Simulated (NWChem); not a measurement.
SiH₃SeO₂F; SMILES O[Si](O)(F)[SeH]

```xyz
8

O     -1.3418     1.4211     0.9110
Si    -0.0712     0.8117     0.0730
O      1.3042     1.4262     0.7397
F     -0.1619     1.2562    -1.4734
Se    -0.0622    -1.4598     0.1555
H     -1.2793     2.3633     1.1311
H      2.1321     1.2497     0.2701
H     -0.9691    -1.5841    -1.0073
```
Atoms are numbered in this order, from 1.

Level: B3LYP/6-31G* (spherical d) (NWChem), optimised geometry, unscaled harmonic frequencies. This build's default masses of Se (78.918 u) and Br (79.917 u) are each other's, which moves their modes by up to 0.6 %. B3LYP is NWChem's, with the RPA form of VWN correlation.

Problem. List the harmonic frequencies with IR intensities, and the thermochemistry.

Solution. 
```tsv
frequency (cm⁻¹)	IR intensity (km/mol)
29	30.8
158	14.9
176	25.6
217	24.3
258	10.6
287	69.0
341	32.9
344	94.9
465	144.6
677	6.0
801	157.6
850	192.4
894	222.2
962	154.1
995	143.4
2415	18.0
3776	75.7
3798	87.0
```

```
Quantity                                                                           Result
-----------------------------------------------------------------------  ----------------
zero-point energy                                                           24.9 kcal/mol
thermal correction to the enthalpy at 298.15 K (with zero-point energy)     30.4 kcal/mol
heat capacity Cv                                                         24.9 cal/(mol K)
entropy at 298.15 K and 1 atm (symmetry number 1)                        89.4 cal/(mol K)
dipole moment                                                                      1.59 D
```

Rigid rotor and harmonic oscillator; modes under 100 cm⁻¹ make the entropy uncertain.
